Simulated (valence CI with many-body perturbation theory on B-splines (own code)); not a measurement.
## Energy levels of Mo³⁶⁺

Method: valence CI with perturbative core correlation (CI+MBPT): four valence electrons over a frozen Dirac-Fock core [He], a basis of 9 s, 9 p, 8 d, 6 f, 3 g, 1 h functions for each j, with the one-electron correlation potential Σ1, the two-electron term Σ2, the three-electron term Σ3, Breit, model QED; selected CI, second order for the rest, scaled by the run's own slope (own B-spline code, finite nucleus).

The last digits are not significant, and no measured levels were compared; by estimate large intervals hold to a few tenths of a per cent, small ones and those within an open d or f shell to about a per cent. Among the levels kept, up to 1000 cm⁻¹ of a level comes from second order outside the variational space, and about a tenth of that is noise between levels of different J, which matters for small intervals.

Levels 1 to 45 of 58, with energies above the lowest level, (2s^2 2p1/2^2) J=0. "Leading %" is the weight of the configuration and term that name the level; weights of strongly mixed levels are sums over their largest components and can fall short, so below about 35 % the name and the second component can differ from the true leading terms, or belong to a minority configuration. In the jj column 3d3/2^4 stands for four electrons in 3d with j = 3/2. Lifetimes count E1, E2, E3, M1 and M2 decay at the calculated energies, and are blank where another channel may lead or the interval is too uncertain; long ones can be off by a factor of two.

```tsv
No.	Configuration	Term	J	E (× 10³ cm⁻¹)	Leading %	Second component	Lifetime	Leading jj
1	2s2 2p2	3P	0	0.00	75	25 % 2s2 2p2 1S		2s^2 2p1/2^2 (98 %)
2	2s2 2p2	3P	1	834.73	100		128 ns	2s^2 2p1/2 2p3/2 (100 %)
3	2s2 2p2	1D	2	934.28	57	42 % 2s2 2p2 3P	104 μs	2s^2 2p1/2 2p3/2 (99 %)
4	2s2 2p2	3P	2	1839.1	57	42 % 2s2 2p2 1D	66.5 ns	2s^2 2p3/2^2 (98 %)
5	2s 2p3	5S°	2	1853.3	54	34 % 2s 2p3 3P°	193 ps	2s 2p1/2^2 2p3/2 (88 %)
6	2s2 2p2	1S	0	2073.4	74	25 % 2s2 2p2 3P	39.4 ns	2s^2 2p3/2^2 (97 %)
7	2s 2p3	3D°	1	2243.9	47	24 % 2s 2p3 3P°	6.49 ps	2s 2p1/2^2 2p3/2 (93 %)
8	2s 2p3	3D°	2	2674.3	55	34 % 2s 2p3 5S°	24.8 ps	2s 2p1/2 2p3/2^2 (90 %)
9	2s 2p3	3D°	3	2870.0	100		28.8 ps	2s 2p1/2 2p3/2^2 (100 %)
10	2s 2p3	3P°	0	3079.0	100		7.18 ps	2s 2p1/2 2p3/2^2 (100 %)
11	2s 2p3	3D°	1	3151.9	35	34 % 2s 2p3 3P°	4.40 ps	2s 2p1/2 2p3/2^2 (94 %)
12	2s 2p3	1D°	2	3228.7	63	23 % 2s 2p3 3D°	4.12 ps	2s 2p1/2 2p3/2^2 (90 %)
13	2s 2p3	3P°	1	3282.2	34	32 % 2s 2p3 3S°	3.34 ps	2s 2p1/2 2p3/2^2 (94 %)
14	2s 2p3	3P°	2	3960.5	48	32 % 2s 2p3 1D°	6.22 ps	2s 2p3/2^3 (91 %)
15	2s 2p3	1P°	1	4291.3	50	28 % 2s 2p3 3S°	2.42 ps	2s 2p3/2^3 (94 %)
16	2p4	3P	2	4396.2	74	25 % 2p4 1D	3.76 ps	2p1/2^2 2p3/2^2 (98 %)
17	2p4	1S	0	4652.1	53	47 % 2p4 3P	2.92 ps	2p1/2^2 2p3/2^2 (96 %)
18	2p4	3P	1	5284.1	100		2.47 ps	2p1/2 2p3/2^3 (100 %)
19	2p4	1D	2	5395.2	74	26 % 2p4 3P	2.92 ps	2p1/2 2p3/2^3 (99 %)
20	2p4	3P	0	6425.8	53	46 % 2p4 1S	1.93 ps	2p3/2^4 (97 %)
21	2s2 2p 3s	3P°	0	23037	98		60.0 fs	2s^2 2p1/2 3s (98 %)
22	2s2 2p 3s	3P°	1	23054	68	30 % 2s2 2p 3s 1P°	46.9 fs	2s^2 2p1/2 3s (98 %)
23	2s2 2p 3p	3D	1	23365	72	23 % 2s2 2p 3p 1P	3.96 ps	2s^2 2p1/2 3p1/2 (98 %)
24	2s2 2p 3p	3P	0	23529	72	26 % 2s2 2p 3p 1S	903 fs	2s^2 2p1/2 3p1/2 (97 %)
25	2s2 2p 3p	3P	1	23680	41	28 % 2s2 2p 3p 3S	573 fs	2s^2 2p1/2 3p3/2 (92 %)
26	2s2 2p 3p	3D	2	23707	59	24 % 2s2 2p 3p 1D	2.42 ps	2s^2 2p1/2 3p3/2 (97 %)
27	2s 2p2 3s	5P	1	23978	61	19 % 2s 2p2 3s 3S	70.7 fs	2s 2p1/2^2 3s (84 %)
28	2s2 2p 3s	3P°	2	23985	57	25 % 2s2 2p 3d 3F°	29.6 fs	2s^2 2p3/2 3s (57 %)
29	2s2 2p 3d	3F°	2	23997	49	36 % 2s2 2p 3s 3P°	47.2 fs	2s^2 2p1/2 3d3/2 (61 %)
30	2s2 2p 3s	1P°	1	24033	67	30 % 2s2 2p 3s 3P°	37.6 fs	2s^2 2p3/2 3s (97 %)
31	2s2 2p 3d	3D°	1	24105	52	27 % 2s2 2p 3d 1P°	4.85 fs	2s^2 2p1/2 3d3/2 (96 %)
32	2s 2p2 3s	3P	0	24106	77	21 % 2s 2p2 3s 1S	61.7 fs	2s 2p1/2^2 3s (90 %)
33	2s2 2p 3d	3P°	2	24140	43	33 % 2s2 2p 3d 3D°	8.15 fs	2s^2 2p1/2 3d5/2 (94 %)
34	2s2 2p 3d	3F°	3	24145	53	24 % 2s2 2p 3d 1F°	8.70 fs	2s^2 2p1/2 3d5/2 (98 %)
35	2s 2p2 3p	5D°	0	24306	62	34 % 2s 2p2 3p 3P°	389 fs	2s 2p1/2^2 3p1/2 (91 %)
36	2s 2p2 3p	5D°	1	24319	34	28 % 2s 2p2 3p 3P°	83.4 fs	2s 2p1/2^2 3p1/2 (87 %)
37	2s2 2p 3p	3P	1	24385	53	20 % 2s2 2p 3p 3S	910 fs	2s^2 2p3/2 3p1/2 (94 %)
38	2s2 2p 3p	3D	2	24407	38	31 % 2s2 2p 3p 1D	1.36 ps	2s^2 2p3/2 3p1/2 (94 %)
39	2s2 2p 3p	3D	3	24590	93		1.72 ps	2s^2 2p3/2 3p3/2 (93 %)
40	2s2 2p 3p	1P	1	24599	46	44 % 2s2 2p 3p 3S	1.70 ps	2s^2 2p3/2 3p3/2 (95 %)
41	2s 2p2 3p	5P°	2	24622	30	28 % 2s 2p2 3p 5D°	388 fs	2s 2p1/2^2 3p3/2 (88 %)
42	2s 2p2 3s	5P	2	24651	79	7 % 2s2 2p 3p 1D	78.5 fs	2s 2p1/2 2p3/2 3s (86 %)
43	2s 2p2 3p	3D°	1	24659	42	16 % 2s 2p2 3p 1P°	18.1 fs	2s 2p1/2^2 3p3/2 (89 %)
44	2s2 2p 3p	3P	2	24722	47	34 % 2s2 2p 3p 1D	320 fs	2s^2 2p3/2 3p3/2 (81 %)
45	2s 2p2 3s	3P	1	24790	74	14 % 2s 2p2 3s 5P	43.9 fs	2s 2p1/2 2p3/2 3s (94 %)
```

The ionisation energy to 2s2 2p 2P°_1/2 of the next ion comes out as 5092.8 eV (NIST: 5084 ± 6 eV (semi-empirical)). All 58 levels together are meant to be complete up to 25070 × 10³ cm⁻¹.
